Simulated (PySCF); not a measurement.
## Levels of P²⁺ from EOM-EA-GCCSD

Reference: closed-shell P³⁺, [Ne] 3s2; one electron is added. Calculated with PySCF 2.14, two-component X2C-1e with screened spin-orbit coupling, x2c-TZVPPall-2c with one added diffuse shell each of s, p, d type (6s7p4d1f, 54 functions); frozen nothing; all 96 virtual spinors kept. No Breit or QED terms. Binding energies in eV.

| level | Koopmans | second order | EOM-CCSD |
| --- | --- | --- | --- |
| 3p1/2 | 29.269 | 30.116 | 30.034 |
| 3p3/2 | 29.195 | 30.041 | 29.961 |
| 3d3/2 | 15.850 | 17.345 | 15.080 |
| 3d5/2 | 15.850 | 17.345 | 15.077 |
| 4s1/2 | 15.067 | 15.490 | 15.500 |
| 4p1/2 | 12.176 | 12.500 | 12.547 |
| 4p3/2 | 12.158 | 12.481 | 12.528 |

In EOM-CCSD the overlap with the one-orbital guess is low for 3d3/2 (weight 0.66), 3d5/2 (weight 0.68). That can mean mixing with two-particle, one-hole states, where second order and EOM-CCSD lose accuracy, or only a rotation among the degenerate components of the shell; the terms of those configurations are not listed.

For comparison, the ionisation energy of P²⁺ is 30.203 eV (measured; NIST Atomic Spectra Database, ionization energies).

The screened spin-orbit operator tends to give fine-structure splittings of light species too large.

The highest levels are limited by the diffuse functions of the basis.
